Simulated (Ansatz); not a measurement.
## Ligand exchange: Sn(CH3)4 + SiH3I → Sn(CH3)3I + SiH3(CH3)

Species: Sn(CH3)4 (tetramethyltin), singlet; SiH3I `[SiH3]I`, singlet; Sn(CH3)3I (iodotrimethylstannane), singlet; SiH3(CH3) (methylsilane), singlet. The partners trade CH3 for I: Sn–CH3 and Si–I bonds give way to Sn–I and Si–CH3.

Shapes, held fixed at every level: PBE0-D4/def2-TZVP. Programs: Ansatz 0.2.0. Electronic energies: no zero-point or thermal term.

```
              level                    kind  ΔE (kJ/mol)  less CCSD(T)/def2-TZVPP
        HF/def2-SVP            Hartree–Fock        -84.6                    -21.2
   SPW92/def2-TZVPP                     LDA        -67.8                     -4.4
  PBE-D4/def2-TZVPP                     GGA        -67.7                     -4.3
B3LYP-D4/def2-TZVPP           global hybrid        -72.7                     -9.3
 PBE0-D4/def2-TZVPP           global hybrid        -70.0                     -6.6
 wB97M-V/def2-TZVPP  range-separated hybrid        -68.9                     -5.5
     MP2/def2-TZVPP     perturbation theory        -65.6                     -2.2
 CCSD(T)/def2-TZVPP   coupled cluster or CI        -63.4                      0.0
```

The highest level, CCSD(T)/def2-TZVPP, gives ΔE = -63.4 kJ/mol; the levels span -84.6 to -63.4. The column of differences is taken from that level and isn't an error. No measured value is set beside it here. For atoms past krypton def2 sets carry core potentials with scalar relativity. Outer-core shells of I, Sn are correlated, in sets that cover them unevenly.
